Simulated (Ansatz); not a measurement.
Species: C2H3O, charge -1, multiplicity 1. It need not be the lowest isomer of its formula. Whether it binds its extra electron was not tested at this geometry. 
Geometry from a B3LYP-D3(BJ)/def2-TZVP (Ansatz, a quantum-chemistry and plane-wave program) optimisation:
SMILES: [CH-]=CO
```xyz
6

C      1.1857    -0.0003    -0.4662
C      0.1803    -0.0819     0.3934
O     -1.1810     0.0849    -0.0154
H      2.1485    -0.1586     0.0520
H      0.1579    -0.2708     1.4746
H     -1.0547     0.2437    -0.9665
```
Charge -1, spin multiplicity 1.

Total electronic energies in hartree. Valence correlation only, unless marked. Spin-orbit coupling is left out. Non-relativistic. Basis-set limits of correlation are two-point, X^-3; Hartree-Fock from the larger set. The bracket is a focal-point correction in the basis named.

```
level                                                                 program  energy (Eh)
-------------------------------------------------------------  --------------  -----------
HF/STO-3G                                                              Ansatz   -150.08694
HF/6-31G                                                               Ansatz   -152.14540
HF/aug-cc-pVQZ                                                         Ansatz   -152.30795
RI-HF/cc-pVQZ                                                          Ansatz   -152.30245
BLYP-D4/def2-TZVPD                                             Ansatz + dftd4   -153.19845
BLYP/def2-TZVPD                                                        Ansatz   -153.19112
r2SCAN/def2-TZVPD                                                      Ansatz   -153.14293
B3LYP-D3(BJ)/def2-TZVPD                                        Ansatz + dftd3   -153.24219
B3LYP-D4/def2-TZVPD                                            Ansatz + dftd4   -153.24269
B3LYP/def2-TZVPD                                                       Ansatz   -153.23764
BHLYP-D4/def2-TZVPD                                            Ansatz + dftd4   -153.13803
r2SCANh-D4/def2-TZVPD                                          Ansatz + dftd4   -153.13340
B2GP-PLYP-D3(BJ)/def2-TZVPD                                    Ansatz + dftd3   -153.07790
MP2/aug-cc-pVTZ                                                        Ansatz   -152.89775
RI-MP2/CBS(aug-cc-pVTZ,aug-cc-pVQZ)+[CCSD(T)-MP2]/aug-cc-pVTZ          Ansatz    -153.0086
```

Totals of different functionals don't rank their quality; only differences between species are comparable.
